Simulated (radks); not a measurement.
Results of a calculation; reference values are marked as such.
The table gives one normalised radial function P(r) = r R(r) of Cu4+ in [Ar] 3d6 4d1 (r in bohr). Code: a radial shooting solver on a logarithmic mesh with Libxc functionals. Model: scalar-relativistic Kohn-Sham, SCAN, spin-polarised, spherical densities, finite nucleus; open shells are filled with parallel spins first; meta-GGA in the generalised Kohn-Sham scheme; Fermi nuclear charge, rms radius 3.8823 fm.

| r | P |
|---|---|
| 0.004449 | 0.0058 |
| 0.005839 | 0.0096 |
| 0.007604 | 0.0156 |
| 0.009981 | 0.0257 |
| 0.0131 | 0.0417 |
| 0.0172 | 0.0671 |
| 0.02239 | 0.1046 |
| 0.02939 | 0.1615 |
| 0.03858 | 0.2419 |
| 0.05023 | 0.3441 |
| 0.06593 | 0.4687 |
| 0.08654 | 0.5916 |
| 0.1136 | 0.6696 |
| 0.1479 | 0.6414 |
| 0.1942 | 0.4388 |
| 0.2548 | 0.0343 |
| 0.3318 | -0.4920 |
| 0.4356 | -1.0018 |
| 0.5717 | -1.2682 |
| 0.7504 | -1.1832 |
| 0.9771 | -0.8489 |
| 1.283 | -0.4501 |
| 1.684 | -0.1677 |
| 2.192 | -0.0423 |
| 2.877 | -0.0059 |
| 3.777 | -0.0004 |
| 4.957 | 0.0000 |
| 6.455 | 0.0000 |
| 8.473 | 0.0000 |

Which n and l does it have? It may be an empty orbital.

Answer. n = 3, l = 1: the number of nodes gives n - l - 1 = 1, the rise at small r (about r^(l+1)) gives l, and the extent must fit the shell. The curve is that of 3p down; the table hardly tells the two spins apart. 3p down: eigenvalue -152.29 eV, 1 radial node at r = 0.260 bohr, <r> = 0.719 bohr, 90 % of the charge inside 1.10 bohr.
